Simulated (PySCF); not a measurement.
Molfile (atoms numbered from 1):
```
C5H13AlN2
     RDKit          3D

 21 20  0  0  0  0  0  0  0  0999 V2000
   -1.0211    1.0567   -1.2672 C   0  0  0  0  0  0  0  0  0  0  0  0
   -0.4821    0.0689   -0.3180 N   0  0  0  0  0  0  0  0  0  0  0  0
   -0.6159   -1.2813   -0.8830 C   0  0  0  0  0  0  0  0  0  0  0  0
   -1.6669    0.1873    1.4027 Al  0  0  0  0  0  4  0  0  0  0  0  0
    0.9254    0.4163   -0.0442 C   0  0  0  0  0  0  0  0  0  0  0  0
    1.5756   -0.4039    1.0681 C   0  0  0  0  0  0  0  0  0  0  0  0
    2.9767   -0.0365    1.2170 C   0  0  0  0  0  0  0  0  0  0  0  0
    4.0895    0.2661    1.3089 N   0  0  0  0  0  0  0  0  0  0  0  0
   -0.9999    2.0544   -0.8076 H   0  0  0  0  0  0  0  0  0  0  0  0
   -0.4231    1.0713   -2.1952 H   0  0  0  0  0  0  0  0  0  0  0  0
   -2.0619    0.8036   -1.5045 H   0  0  0  0  0  0  0  0  0  0  0  0
   -0.0545   -1.3694   -1.8296 H   0  0  0  0  0  0  0  0  0  0  0  0
   -1.6786   -1.4839   -1.0729 H   0  0  0  0  0  0  0  0  0  0  0  0
   -0.2550   -2.0317   -0.1691 H   0  0  0  0  0  0  0  0  0  0  0  0
   -1.1348    1.5958    1.9712 H   0  0  0  0  0  0  0  0  0  0  0  0
   -3.1160    0.1425    0.7138 H   0  0  0  0  0  0  0  0  0  0  0  0
   -1.1973   -1.1328    2.1919 H   0  0  0  0  0  0  0  0  0  0  0  0
    1.5096    0.3125   -0.9774 H   0  0  0  0  0  0  0  0  0  0  0  0
    0.9476    1.4772    0.2437 H   0  0  0  0  0  0  0  0  0  0  0  0
    1.5263   -1.4845    0.8641 H   0  0  0  0  0  0  0  0  0  0  0  0
    1.0572   -0.2413    2.0265 H   0  0  0  0  0  0  0  0  0  0  0  0
  1  2  1  0
  2  3  1  0
  2  4  1  0
  2  5  1  0
  5  6  1  0
  6  7  1  0
  7  8  3  0
  1  9  1  0
  1 10  1  0
  1 11  1  0
  3 12  1  0
  3 13  1  0
  3 14  1  0
  4 15  1  0
  4 16  1  0
  4 17  1  0
  5 18  1  0
  5 19  1  0
  6 20  1  0
  6 21  1  0
M  CHG  2   2   1   4  -1
M  END
```

Geometry: PBE0-D3(BJ)/def2-SVP; GIAO absolute shieldings from PySCF, gas phase, non-relativistic, averaged over equivalent atoms.

At PBE0/pcSseg-1 (208 basis functions, 91 s wall time on 1 thread of an Arm Neoverse N1, shared host):
```json
{"atoms": "C7", "σ (ppm)": "62.9"}
{"atoms": "C5", "σ (ppm)": "126.1"}
{"atoms": "C1/C3", "σ (ppm)": "137.7"}
{"atoms": "C6", "σ (ppm)": "168.3"}
{"atoms": "N8", "σ (ppm)": "-43.5"}
{"atoms": "N2", "σ (ppm)": "215.6"}
{"atoms": "Al4", "σ (ppm)": "410.7"}
{"atoms": "H15/H16/H17", "σ (ppm)": "27.34"}
{"atoms": "H20/H21", "σ (ppm)": "28.53"}
{"atoms": "H18/H19", "σ (ppm)": "28.78"}
{"atoms": "H9/H10/H11/H12/H13/H14", "σ (ppm)": "28.86"}
```

**Question.** What do these become at B3LYP/pcSseg-1?

**Answer.** 
```json
{"atoms": "C7", "σ at B3LYP/pcSseg-1": "59.5", "change": "-3.4"}
{"atoms": "C5", "σ at B3LYP/pcSseg-1": "119.2", "change": "-6.9"}
{"atoms": "C1/C3", "σ at B3LYP/pcSseg-1": "131.9", "change": "-5.8"}
{"atoms": "C6", "σ at B3LYP/pcSseg-1": "162.9", "change": "-5.4"}
{"atoms": "N8", "σ at B3LYP/pcSseg-1": "-46.8", "change": "-3.3"}
{"atoms": "N2", "σ at B3LYP/pcSseg-1": "207.9", "change": "-7.7"}
{"atoms": "Al4", "σ at B3LYP/pcSseg-1": "406.0", "change": "-4.7"}
{"atoms": "H15/H16/H17", "σ at B3LYP/pcSseg-1": "27.60", "change": "+0.26"}
{"atoms": "H20/H21", "σ at B3LYP/pcSseg-1": "28.65", "change": "+0.12"}
{"atoms": "H18/H19", "σ at B3LYP/pcSseg-1": "28.90", "change": "+0.12"}
{"atoms": "H9/H10/H11/H12/H13/H14", "σ at B3LYP/pcSseg-1": "28.98", "change": "+0.12"}
```

The largest change is at N2 (donor nitrogen of a Lewis adduct). Cost: 208 basis functions, 68 s wall time on 1 thread of an Arm Neoverse N1, shared host. The order of the carbon signals is the same at both levels.
